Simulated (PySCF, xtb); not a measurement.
CuH, SMILES [CuH] (connectivity only; charge and spin as stated), charge +1, multiplicity 2.

Harmonic wavenumbers (cm⁻¹) from xtb with GFN2-xTB at its own minimum, in rising order: 1411.

### Question
What does PBE-D3(BJ)/def2-TZVPD run with PySCF 2.14.0 give at its own minimum? (The exact figures need the calculation; the answer reports its results.)

### Answer
1653. Paired by order, the mean absolute difference is 242 cm⁻¹ and the zero-point energies are 2.0 and 2.4 kcal/mol.
